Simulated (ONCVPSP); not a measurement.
**aluminium (Al): one change to an ONCV potential, before and after**

Al (Z = 13), optimised norm-conserving Vanderbilt (ONCV), made with ONCVPSP 4.0.1 (PBE, scalar-relativistic). Core [Ne], reference 3s2 3p1. Waves: 3s: rc 1.70 bohr, ncon 4, nbas 8, qcut 3.4 1/bohr, 2 projectors, debl 1.2 Ha; 3p: rc 2.10 bohr, ncon 4, nbas 9, qcut 3.5 1/bohr, 2 projectors, debl 2.7 Ha; d scattering state at 0.03 Ha: rc 2.20 bohr, ncon 5, nbas 9, qcut 4.1 1/bohr, 3 projectors, debl 3.1 Ha. Local part: polynomial inside 1.60 bohr (lpopt 5, dvloc0 0 Ha). Core correction: none.

Change: s: rc 2.3.

Cutoffs: the cutoffs (Ha) at which the residual kinetic energy of the hardest occupied pseudo-wave falls to 1 and 0.1 mHa per electron; they do not see the model core or the augmentation charge, which bear on the density cutoff. Errors are all-electron minus pseudo energies relative to the spin-unpolarised reference configuration.

What does the change do?

The potential gets softer (5.5 Ha and 12 Ha → 4.7 Ha and 9.3 Ha); of the 4 tests that both files solve, the error grows in 0 and shrinks in 2 by more than 15 % and 0.3 meV (median size 10.1 → 7.7 meV); neither file shows a bound ghost. A larger radius leaves more room for a smooth pseudo-wave, so fewer plane waves are needed.

```tsv
quantity	base	changed
cutoff, loose	5.5 Ha	4.7 Ha
cutoff, tight	12 Ha	9.3 Ha
loose cutoff by channel	s 5.5 Ha, p 2.0 Ha	s 4.7 Ha, p 2.0 Ha
bound ghosts	none	none
GHOST(+) flags under 300 eV	s at 72.5 eV	s at 83.9 eV
error for 3s2 3p0, meV [ΔE 5.76 eV]	-3.9	-3.3
error for 3s1 3p0, meV [ΔE 24.99 eV]	+16	+12
error for 3s2 3p0.5, meV [ΔE 2.09 eV]	-0.7	-0.6
error for 3s0 3p3, meV [ΔE 10.45 eV]	+27	+23
p: phases at 2.13 bohr within 0.05 rad from the reference energy up to (Ha; the scan ends near 5)	3.3	3.3
d: phases at 2.24 bohr within 0.05 rad from the reference energy up to (Ha; the scan ends near 5)	to the end of the scan	to the end of the scan
```

Base: The cutoffs count occupied waves only; projector 2 of the d channel, the hardest unoccupied one, needs 62 Ha at the loose tolerance. Changed file: The cutoffs count occupied waves only; projector 2 of the d channel, the hardest unoccupied one, needs 62 Ha at the loose tolerance.
